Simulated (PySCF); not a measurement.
Ligands exchanged one at a time, Ga OH-NH2. Isolated molecules, 0 K electronic values unless said otherwise. One relaxed conformer stands for each flexible species; it need not be the lowest. Strings in code marks are SMILES.

Calculation: PySCF with PBE-D3(BJ)/def2-TZVP // B3LYP-D3(BJ)/def2-TZVP. All candidates: neutral, multiplicity 1. Excitations are Tamm–Dancoff values on a coarser integration grid. The basis has no diffuse functions, so Rydberg states are missing or too high.

```yaml
S1 excitation (TDA): 5.42 eV
HOMO–LUMO gap: 5.29 eV
T1 excitation (TDA): 5.11 eV
```

Which member has these values?
A. `[NH2][Ga]([NH2])[OH]`
B. `[OH][Ga]([OH])[OH]`
C. `[NH2][Ga]([NH2])[NH2]`
D. `[NH2][Ga]([OH])[OH]`

B, `[OH][Ga]([OH])[OH]`. The others give `[NH2][Ga]([NH2])[OH]`: 4.70 eV, 4.51 eV, 4.33 eV; `[NH2][Ga]([OH])[OH]`: 4.81 eV, 4.62 eV, 4.41 eV; `[NH2][Ga]([NH2])[NH2]`: 4.74 eV, 4.56 eV, 4.38 eV
